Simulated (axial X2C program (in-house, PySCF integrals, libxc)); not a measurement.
GaC: from the spin-free to the two-component result

All values were computed with an in-house all-electron X2C program for linear molecules (integrals from PySCF). Spin-free means the one-electron spin-free X2C Hamiltonian; two-component (2c) means X2C with spin–orbit coupling and atomic mean-field two-electron Coulomb and Gaunt terms, so the difference of the two also holds small scalar two-electron terms. Basis: Ga dyall-cv3z [9s9p7d4f1g], C dyall-v3z [7s6p2d1f] (cores contracted in-house); Gaussian nuclei, density fitting, unrestricted open shells. Masses: Ga 68.926 u, C 12.000 u.

Spin-free state: M_S = 3/2, Λ = 0 (beyond evenly filled blocks: σα, π+α, π-α); fragments Ga + C.

| level | Re (Å) | ωe (cm⁻¹) | De (eV) | μ (D) |
| --- | --- | --- | --- | --- |
| PBE0 | 1.994 | 542.6 | 3.290 | -2.14 |
| HF | 2.027 | 544.2 | 2.259 | -1.86 |
| MP2 | 2.028 | 544.3 | 3.034 | n/a |
| r2SCAN0 | 1.986 | 557.2 | 3.228 | -1.96 |

Correlated methods: 7 electrons correlated (number of frozen shells: Ga 3 s, 2 p, 1 d; C 1 s), 235 virtual spin orbitals or spinors in MP2.

Dipoles are positive if C is the positive end.

Two-component determinant lowest at the distance of the search:

Ω = 3/2 (⟨Sz⟩ = 1.50, ⟨Lz⟩ = 0.00 at HF); fragments Ga + C.

| level | Re (Å) | ωe (cm⁻¹) | De (eV) | μ (D) |
| --- | --- | --- | --- | --- |
| PBE0 | 1.995 | 542.2 | n/a | -2.14 |
| HF | 2.027 | 543.9 | n/a | -1.86 |
| MP2 | 2.029 | 544.2 | 2.980 | n/a |
| r2SCAN0 | 1.986 | 556.9 | n/a | -1.96 |

(1) From the two tables, how do the constants change at the MP2 level (2c against spin-free)?

One determinant describes the state; a PBE0 search over occupations chose it and may have missed a lower one. Dissociation energies refer to the lowest single-determinant-based atoms at the same level and basis. De is not given where an atomic determinant may have missed its ground term or J level, or where the truncated virtual space spoils (T). Density functionals use the spin component along the axis (collinear). In 2c an atomic determinant is not the ground J level, so De misses part of the atomic spin–orbit lowering. This holds for MP2. The functionals have no current-density term, which raises determinants with orbital currents, atoms included. With several unpaired electrons one determinant need not be a pure state. This is the top spin component of a Σ state; components of lower Ω are not single determinants and can lie lower. With the outer-core shells frozen, correlated bond lengths of heavy atoms tend to come out a few hundredths of an ångström too long.

Results:

(1) At the MP2 level Re is unchanged within 0.001 Å and ωe doesn't move by more than 0.2 cm⁻¹; De is not compared, since the atomic limits differ or miss part of their spin–orbit lowering.
